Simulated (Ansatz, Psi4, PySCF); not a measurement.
BCl₃, charge -1, doublet, at a GFN2-xTB geometry (a state made from the parent by changing its charge; the spin is typed, not shown lowest). Base run: HF/6-31G** (PySCF).

The PySCF input:
```python
from pyscf import gto, scf

mol = gto.M(
    atom='''
B     0.00409589    0.01392452    0.00870572
Cl    1.75461390   -0.24874663   -0.43087965
Cl   -0.68171649   -0.74958120    1.51644082
Cl   -1.07410209    0.99423238   -1.08812167
''',
    basis='6-31g**',
    charge=-1,
    spin=1,
    verbose=4,
)

mf = scf.UHF(mol)
mf.kernel()
```

The same geometry, method and basis name were run in Ansatz (a program for electronic structure) and Psi4 and PySCF, at each program's defaults and at the settings that a row names. The base is PySCF at its defaults. Differences at the defaults can come from grids, fitting, cores and function types together.

```json
[
 {"code and settings": "PySCF, defaults (exact integrals, spherical functions)", "ΔE vs base (mEh)": "0.000", "basis functions": "68", "E (Eh)": "-1403.22653", "SCF cycles": "13"},
 {"code and settings": "Psi4, defaults (density fitting with its default set, Cartesian functions)", "ΔE vs base (mEh)": "-5.007", "basis functions": "72", "E (Eh)": "-1403.23154", "SCF cycles": "9"},
 {"code and settings": "Ansatz, defaults (factorised integrals, Cartesian functions)", "ΔE vs base (mEh)": "-5.359", "basis functions": "72", "E (Eh)": "-1403.23189", "SCF cycles": "-"},
 {"code and settings": "PySCF, density fitting with def2-universal-jkfit", "ΔE vs base (mEh)": "0.115", "basis functions": "68", "E (Eh)": "-1403.22642", "SCF cycles": "13"},
 {"code and settings": "Psi4, exact integrals, spherical functions", "ΔE vs base (mEh)": "0.000", "basis functions": "68", "E (Eh)": "-1403.22653", "SCF cycles": "14"},
 {"code and settings": "Ansatz, high accuracy, Cartesian functions as the basis file defines them", "ΔE vs base (mEh)": "-5.374", "basis functions": "72", "E (Eh)": "-1403.23190", "SCF cycles": "-"}
]
```

Open shells are given as the SCF converged; they aren't shown to be the lowest states, and a large step between rows can be another state.
